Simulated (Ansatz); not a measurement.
Sn(NMeEt)H3 (C₃H₁₁NSn). Total charge 0; triplet. Geometry r2SCAN-D4/def2-SVP, that of the neutral singlet; atoms count from 1.

```xyz
16

Sn   -1.413    1.563   -0.345
N     0.184    0.541    0.444
C     1.500    0.822   -0.090
C    -0.014   -0.829    0.883
C    -0.057   -1.894   -0.216
H     2.276    0.517    0.640
H     1.745    0.314   -1.049
H     1.624    1.906   -0.256
H     0.800   -1.080    1.595
H    -0.950   -0.877    1.470
H    -0.197   -2.900    0.214
H    -0.890   -1.709   -0.916
H     0.875   -1.912   -0.803
H    -1.760    1.174   -1.992
H    -0.983    3.217   -0.233
H    -2.741    1.149    0.652
```

In the def2 sets Sn takes a core potential; there is no spin–orbit coupling. At PBE0-D4/def2-TZVP a singlet of charge 0 lies 4.27 eV below the triplet at the same geometry.

(1) Estimate the Mulliken populations from the PBE0/def2-TZVP orbitals of Ansatz.

(2) Where does the spin sit?

(3) And the Mayer bond orders between heavy atoms (over 0.3)?

Answers

(1) 
| atom | charge (e) | spin (α − β) |
| --- | --- | --- |
| Sn1 | -0.30 | 0.98 |
| N2 | 0.09 | 0.79 |
| C3 | -0.32 | -0.05 |
| C4 | -0.14 | -0.02 |
| C5 | -0.36 | 0.03 |
| H6 | 0.15 | 0.03 |
| H7 | 0.17 | 0.08 |
| H8 | 0.15 | 0.03 |
| H9 | 0.13 | 0.03 |
| H10 | 0.13 | 0.03 |
| H11 | 0.14 | 0.02 |
| H12 | 0.15 | 0.01 |
| H13 | 0.12 | 0.00 |
| H14 | -0.04 | 0.09 |
| H15 | -0.04 | -0.02 |
| H16 | -0.04 | -0.03 |
Mulliken values depend strongly on the basis.

(2) Summed by element: Sn 0.98, N 0.79, C -0.04, H 0.28, of 2 unpaired in all. Largest on single atoms: Sn1 0.98, N2 0.79, H14 0.09.

(3) N2–C3 1.00 (1.45 Å); N2–C4 0.97 (1.45 Å); C4–C5 0.97 (1.53 Å).
